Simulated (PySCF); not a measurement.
Members of one family of related compounds. Computed, not measured: TDDFT PBE0/def2-SVPD, vertical, gas phase, core orbitals frozen in the response (PySCF 2.14.0, density-fitted response routines). Geometries: GFN2-xTB; one conformer of each isolated species. Triplets are in the Tamm–Dancoff approximation.

Task: Rank by computed lowest singlet excitation energy, highest first.
A. `CN(C)C(=O)C=O`
B. `[H]/N=C\C=O`
C. `O=CO[SiH3]`
D. `CC#CC=O`
E. `CCOC=O`
F. `CC(=O)OC=O`
G. `O=CC(F)(F)F`
H. `O=CN([SiH3])[SiH3]`

Result: E (5.98 eV), C (5.85 eV), H (5.70 eV), F (4.81 eV), G (4.16 eV), D (3.82 eV), A (3.30 eV), B (3.16 eV).

| SMILES | S1 (eV) | first f ≥ 0.01 (nm) | LUMO (eV) | HOMO (eV) | T1 (eV) | f (S1) | S1 mainly |
| --- | --- | --- | --- | --- | --- | --- | --- |
| CCOC=O | 5.98 | 156 | 0.04 | -8.36 | 5.38 | 0.002 | H→L (98%) |
| O=CO[SiH3] | 5.85 | 168 | -0.30 | -8.56 | 5.26 | 0.001 | H→L (99%) |
| O=CN([SiH3])[SiH3] | 5.70 | 173 | -0.14 | -8.04 | 5.18 | 0.000 | H→L (95%) |
| CC(=O)OC=O | 4.81 | 161 | -1.25 | -8.10 | 4.30 | 0.002 | H→L (96%) |
| O=CC(F)(F)F | 4.16 | 149 | -2.35 | -8.95 | 3.45 | 0.000 | H→L (99%) |
| CC#CC=O | 3.82 | 218 | -1.85 | -7.87 | 3.20 | 0.000 | H→L (98%) |
| CN(C)C(=O)C=O | 3.30 | 284 | -2.19 | -7.44 | 2.69 | 0.001 | H→L (50%) |
| [H]/N=C\C=O | 3.16 | 174 | -2.70 | -7.85 | 2.50 | 0.001 | H→L (98%) |

H and L stand for HOMO and LUMO.
